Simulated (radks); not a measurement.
Results of a calculation; reference values are marked as such.
Polarisability of the germanium ion Ge4+, [Ar] 3d10, at imaginary frequency. Level of theory: scalar-relativistic Kohn-Sham, LDA (Slater exchange, Perdew-Wang correlation), spin-polarised, spherical densities, finite nucleus; Fermi nuclear charge, rms radius 4.0742 fm (a radial shooting solver on a logarithmic mesh with Libxc functionals). Response by self-consistent Sternheimer equations with the Hartree and adiabatic LDA kernel, the relativistic mass of each level held fixed and spin-orbit coupling left out.

w (hartree),alpha1(iw) (bohr^3),alpha2(iw) (bohr^5)
0.00266,0.8723,1.329
0.0143,0.8722,1.329
0.0360,0.8720,1.328
0.0697,0.8713,1.325
0.118,0.8696,1.319
0.186,0.8658,1.306
0.280,0.8578,1.279
0.413,0.8420,1.228
0.605,0.8116,1.142
0.892,0.7566,1.012
1.35,0.6653,0.8418
2.12,0.5311,0.6441
3.59,0.3597,0.4282
6.94,0.1792,0.2126
17.5,0.04770,0.05411

Static values: alpha1 = 0.8723 bohr^3 (0.1293 angstrom^3; uncoupled 1.053), alpha2 = 1.329 bohr^5, alpha3 = 2.803 bohr^7. C6 = 1.672, C8 = 10.89, triple-dipole C9 = 0.9965 atomic units. One-pole (London) frequency 4 C6 / (3 alpha1^2) = 2.931 hartree, against 2.881 for minus the highest occupied eigenvalue.
